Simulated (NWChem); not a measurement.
## Basis-set convergence for H4AlClO

```xyz
7

Al     0.9564    -0.2914     0.0668
H      1.4332    -1.2897     1.2136
H      1.9457     0.3594    -1.0136
Cl    -1.0978    -0.5894    -0.6267
O      0.3449     1.3951     1.0238
H     -0.6100     1.3626     0.7678
H      0.7024     2.2151     0.6268
```
Charge 0, spin multiplicity 1.

All runs are NWChem calculations. The geometry was optimised at PBE/def2-SVP, a minimum by its harmonic frequencies.

Quantity: vertical ionisation energy at the level ΔHF (Δ: difference of total energies, the cation a doublet at the parent's geometry; it is the state that the SCF runs reached, from PBE0 orbitals for Hartree-Fock references, and need not be the lowest).

The Pople sets run with spherical d functions. The structure started from a generated list of species. No SCF solution was tested for a lower state. Open-shell Hartree-Fock references start from PBE0 orbitals; any time given for them includes that run.

Costs are rough ratios of processor time within this set of runs, SCF included, with 3-21G as 1.

| basis | functions | vertical ionisation energy (eV) | relative cost |
|---|---|---|---|
| 3-21G | 43 | 10.39 | 1 |
| 6-31G* | 58 | [?] | under 3 |
| cc-pVDZ | 70 | 10.15 | under 3 |
| pcseg-1 | 70 | [?] | under 3 |
| 6-31+G* | 70 | [?] | under 3 |
| aug-cc-pVDZ | 113 | 10.14 | 7 |
| aug-pcseg-1 | 113 | 10.20 | 7 |
| def2-TZVP | 129 | 10.14 | 8 |
| pcseg-2 | 154 | 10.19 | 20 |
| def2-TZVPP | 171 | 10.14 | 30 |

Q: Fill in the missing entries.

A: 
- 6-31G*, vertical ionisation energy (eV): 10.26
- pcseg-1, vertical ionisation energy (eV): 10.31
- 6-31+G*, vertical ionisation energy (eV): 10.28
